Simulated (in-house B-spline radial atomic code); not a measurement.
A fraction x of an electron is removed from 5p in Sb, starting from [Kr] 4d10 5s2 5p3 and keeping the highest spin. Method: scalar-relativistic (X2C) LDA VWN5, spin-polarised, spherical fractional occupations, Fermi nucleus of rms radius 4.6802 fm. Calculated with a B-spline radial code for spherical atoms.

```tsv
x	E(x) - E(0) (eV)	5p up level (eV)
0	0.0000	-5.529
0.01	0.0556	-5.596
0.19	1.1726	-6.822
0.26	1.6671	-7.308
0.4	2.7593	-8.297
0.5	3.6248	-9.015
0.68	5.3657	-10.333
0.81	6.7718	-11.302
0.88	7.5814	-11.830
1	9.0558	-12.745
```

The exact functional would give a straight line between the two integer points. Deviations E(x) - E(0) - x[E(1) - E(0)], in eV: -0.035 at x = 0.01, -0.548 at x = 0.19, -0.687 at x = 0.26, -0.863 at x = 0.4, -0.903 at x = 0.5, -0.792 at x = 0.68, -0.563 at x = 0.81, -0.388 at x = 0.88.

The curve lies below the straight line by up to 0.903 eV (at x = 0.5): convex, the delocalisation error that favours fractional charges.

Q: How well does Slater's transition state (minus the level at half occupation) give the ionisation energy?

A: It gives 9.015 eV against 9.056 eV from the two total energies; NIST lists 8.61 eV, ground level to ground level.
